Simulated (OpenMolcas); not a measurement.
# Cr V: effect of the active space

```
Program             : OpenMolcas 26.06
Method              : XMS-CASPT2, IPEA 0.25 Eh, imaginary shift 0.1 Eh
Basis               : ANO-RCC-VTZP
Scalar Hamiltonian  : DKH2, point nucleus
Spin-orbit coupling : RASSI with atomic mean-field integrals over the reference wave functions, term energies averaged over their components
```

A. 2 electrons in 5 orbitals (3d); 2S+1 = 3 even, 10 roots; 2S+1 = 1 even, 15 roots; closed shells correlated: 3s 3p; CASPT2 step roughly 3 core-seconds
B. 2 electrons in 10 orbitals (3d 4d); 2S+1 = 3 even, 10 roots; 2S+1 = 1 even, 15 roots; closed shells correlated: 3s 3p; CASPT2 step of the order of 90 core-seconds

Energies in cm-1 above 3d2 3F2, the measured ground level; measured values from Sugar and Corliss, J. Phys. Chem. Ref. Data 6, 317 (1977).

```csv
Level,A,B,Measured
3d2 3F2,0.0,0.0,0.0
3d2 3F3,508,510,508
3d2 3F4,1156,1161,1142
3d2 1D2,13440,13820,13188
3d2 3P0,16100,16360,15492
3d2 3P1,16280,16540,15677
3d2 3P2,16680,16930,16041
3d2 1G4,22660,22830,22019
3d2 1S0,52650,53470,51146
```

Deviations, from unrounded energies. A percentage is the sum of absolute deviations over the sum of measured energies, with the sign that they share, or ± where signs differ.

```
                        Against measurement  Levels     A     B
             mean absolute deviation (cm-1)       8   530   800
      fine structure of the ground term (%)       2  ±0.9  +1.3
other terms of the ground configuration (%)       6  +3.2  +4.8
```

A lies closest to measurement on these levels. The largest miss of A in the table is 3d2 1S0, by +1500 cm-1. The ranking rests on the paired levels alone, and a cruder setting can come out closer through cancelling errors.

The two smallest mean deviations differ by little beside CASPT2's spread within terms, so their order carries little weight.

Between A and B the level of the table that moves most is 3d2 1S0, by 820 cm-1 (lowest in A, highest in B). Moves below CASPT2's spread within the term are not significant.

CASPT2 does not keep the components of a term degenerate, so their means are used; among the terms shown or strongly mixed into the levels shown the widest spread is 1100 cm-1 (3d2 1G, A). Active for correlation alone: 4d; no level in the range computed is led by a configuration that fills it, so any true level of that kind is missing (holds for B). Computed and measured levels are paired by configuration, term and J; levels that our copy of the source lacks, or whose pairing is in doubt (as where it misses far off the trend of its configuration), stay unpaired and out of the deviations. Only configurations of the active space appear.
